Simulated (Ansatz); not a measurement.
C2H5ClF2Si (`C[Si@H](F)[C@@H](F)Cl`), relaxed with RKS PBE-D4/def2-SVP in Ansatz from a rough embedded geometry. The force threshold is 0.03 eV/Å; the program also tests the step.

Charge 0, multiplicity 1.

Start:

```xyz
11

C     0.453    1.489    0.383
Si    0.500   -0.394    0.392
F     1.943   -0.897   -0.203
C    -0.946   -1.147   -0.553
F    -2.069   -0.778   -0.032
Cl   -0.840   -0.677   -2.274
H     0.571    1.829   -0.686
H     1.257    1.884    0.920
H    -0.479    1.815    0.740
H     0.437   -0.839    1.832
H    -0.828   -2.286   -0.519
```

```csv
step,energy (eV),largest force (eV/Å),largest move (Å)
1,-27961.5383,3.778,0.000
2,-27961.8636,1.771,0.090
3,-27961.9301,0.297,0.051
4,-27961.9333,0.067,0.022
5,-27961.9341,0.028,0.013
```

End:

```xyz
11

C     0.451    1.469    0.328
Si    0.546   -0.385    0.463
F     1.950   -0.957   -0.170
C    -0.889   -1.168   -0.545
F    -2.079   -0.767    0.031
Cl   -0.802   -0.580   -2.258
H     0.516    1.775   -0.735
H     1.263    1.963    0.897
H    -0.522    1.820    0.729
H     0.450   -0.892    1.872
H    -0.883   -2.277   -0.612
```

Hardware: 4 threads of an INTEL XEON PLATINUM 8581C on a shared host. Wall time 7 s, peak host memory 0.19 GiB.
